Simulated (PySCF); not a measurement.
Structure problem from calculated spectra and properties.

Elements present: C, H, O and Si. Monoisotopic mass: 114.0501 u.

- 1H NMR: chemical shifts (computed TMS as zero) by class: 4.52 (2 H), 3.61 (3 H), 1.74 (3 H), 1.65 (2 H) ppm [GIAO CAM-B3LYP/pcSseg-1]
- Rotational structure: rotational constants A, B, C: 10.221, 0.699, 0.668 GHz [PBE0-D3(BJ)/def2-SVP]
- 13C NMR: chemical shifts (computed TMS as zero) by class: 81.6 (1 C), 77.8 (1 C), 53.6 (1 C), 3.4 (1 C), 2.5 (1 C) ppm [GIAO CAM-B3LYP/pcSseg-1]
- Valence photoelectron: vertical ionisation energy: 9.08 eV [ΔSCF wB97X-D/def2-SVPD]
- Triplet: lowest triplet excitation (Tamm–Dancoff): 5.40 eV [TDA wB97X-D/def2-SVPD]
- UV, first state: lowest singlet excitation: 6.43 eV (193 nm, f = 0.000) [TDDFT wB97X-D/def2-SVPD]
- UV, strongest line: among the 10 lowest singlet transitions: S8 at 7.77 eV (160 nm, f = 0.025) [TDDFT wB97X-D/def2-SVPD]
- Polarisability: 92.2 au [wB97X-D/def2-SVPD]
- NMR, other nuclei: isotropic shieldings of nuclei other than C and H, by class: 332 (1 O), 357 (1 Si) ppm [GIAO CAM-B3LYP/pcSseg-1]
- Dipole: 0.66 D [wB97X-D/def2-SVPD]

The electronic properties come from PySCF, for the isolated species, density fitting. Levels stand in brackets. The structure is a single PBE0-D3(BJ)/def2-SVP conformer in the gas phase; no vibrational or solvent corrections. NMR values are class means; diastereotopic atoms form classes of their own.

Question: Which formula fits the mass and the elements?

Answer: C5H10OSi (calculated 114.0501). No other formula that holds each of these elements comes within 0.0003 u with a fitting electron parity and a possible valence count.

Question: Give a SMILES that accounts for the data.

Answer: Numbering: `[CH3:1][C:2]#[C:3][CH2:4][SiH2:5][O:6][CH3:7]`. Its formula, C5H10OSi, gives 2 degrees of unsaturation: 0 rings and 2 π bonds in the structure found. 5 carbons fall into 5 classes; from least to most shielded: alkyne carbon [C2] (81.6 ppm), alkyne carbon [C3] (77.8 ppm), methoxy carbon [C7] (53.6 ppm), propargylic carbon [C1] (3.4 ppm), sp3 carbon bound to silicon [C4] (2.5 ppm). Hydrogen classes from least to most shielded: 2 H on an oxygen-bound silicon, Si5 (4.52 ppm), 3 H on a methoxy carbon, C7 (3.61 ppm), 3 H on a propargylic carbon, C1 (1.74 ppm), 2 H on an sp3 carbon bound to silicon, C4 (1.65 ppm). The other shieldings belong to: 332 ppm, silyl ether oxygen [O6]; 357 ppm, oxygen-bound silicon [Si5]. The first electron is taken from the HOMO, whose largest Löwdin shares are 0.34 on an alkyne carbon, 0.32 on an alkyne carbon, 0.12 on the sp3 carbon bound to silicon and 0.07 on the propargylic carbon. By its constants the optimised geometry is an asymmetric top. Structure: `CC#CC[SiH2]OC`. Computed isomers that give other values at the same levels: `C=C(O[SiH3])C1CC1` (rotational constant A: 6.279 GHz; this holds for the one conformer computed); `CO/C=C/[C@@H]1C[SiH2]1` (13C chemical shifts (computed TMS as zero) by class: 154.5 (1 C), 106.9 (1 C), 54.6 (1 C), 6.8 (1 C), -7.3 (1 C) ppm); `C=C[C@@H]1CO[SiH2]C1` (13C chemical shifts (computed TMS as zero) by class: 153.0 (1 C), 126.1 (1 C), 75.3 (1 C), 49.2 (1 C), 18.5 (1 C) ppm). The assignments are read from this structure; whether some other isomer fits the data as well wasn't checked.

Conformer computed: `[CH3:1][C:2]#[C:3][CH2:4][SiH2:5][O:6][CH3:7]`: C3–C4–Si5–O6 -179°, C4–Si5–O6–C7 -178°.
